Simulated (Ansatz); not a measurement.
Abridged output of a molecular run in Ansatz:

```
Functional definition: HF
1453 factors; integrals over basis functions are off by at most 1.7e-3 eV
mean field evaluation 1: about -26402.9323 eV, gradient 2.1e1 eV
mean field evaluation 2: about -26403.2360 eV, gradient 2.1e1 eV
mean field evaluation 4: about -26405.1301 eV, gradient 3.2e0 eV
mean field evaluation 8: about -26405.1683 eV, gradient 1.5e-1 eV
mean field -26405.16851136 eV, -970.3720447263 hartree, gradient 5.1e-6 eV, S^2 0.000000; 0 other end points of the search recorded, 0 dependent functions left out
16 core orbitals not correlated: weight in the atoms' cores, before any rotation towards them, 1.000 or more for the frozen orbitals, at most 0.000 for the correlated occupied ones
reference -26405.16851136 eV, -970.3720447263 hartree; 12, 12 occupied and 227, 227 virtual orbitals, 1453 factors
second order -15.52258453 eV of doubles, -0.00000000 eV of singles
cycle   1  -16.61358610 eV  change    -1.1e0 eV  update   9.7e-2
cycle   2  -17.14771104 eV  change   -5.3e-1 eV  update   3.0e-2
cycle   3  -17.21322910 eV  change   -6.6e-2 eV  update   1.2e-2
cycle   4  -17.20699285 eV  change    6.2e-3 eV  update   3.5e-3
cycle   5  -17.20631808 eV  change    6.7e-4 eV  update   1.4e-3
cycle   6  -17.20611185 eV  change    2.1e-4 eV  update   4.4e-4
cycle   7  -17.20603691 eV  change    7.5e-5 eV  update   1.5e-4
cycle   8  -17.20609555 eV  change   -5.9e-5 eV  update   5.7e-5
cycle   9  -17.20610069 eV  change   -5.1e-6 eV  update   2.2e-5
perturbative correction -0.73322752 eV, -0.0269456145 hartree
Total energy: -26423.10783957 eV, -971.0313028784 hartree
```

Its atoms:

Cartesian coordinates in Å:
```
C -1.520 0.581 -0.418
S 0.012 1.155 0.368
Si 0.702 -0.790 1.315
Al 1.642 -0.222 -0.826
H -1.383 -0.403 -0.867
H -1.779 1.297 -1.197
H -2.307 0.543 0.333
H 1.261 -0.364 2.628
H -0.584 -1.495 1.583
H 3.060 0.482 -0.809
H 0.896 -0.782 -2.109
```

Q: Which basis set was used?
A. def2-QZVPP
B. cc-pV(D+d)Z
C. def2-SVP
D. def2-TZVPP

A: D. It gives 255 functions.

Q: Write the keys of the input that set method, charge and spin (a neutral closed shell needs none for the last two).

A: 
```yaml
correlation: {method: ccsd_t}
```
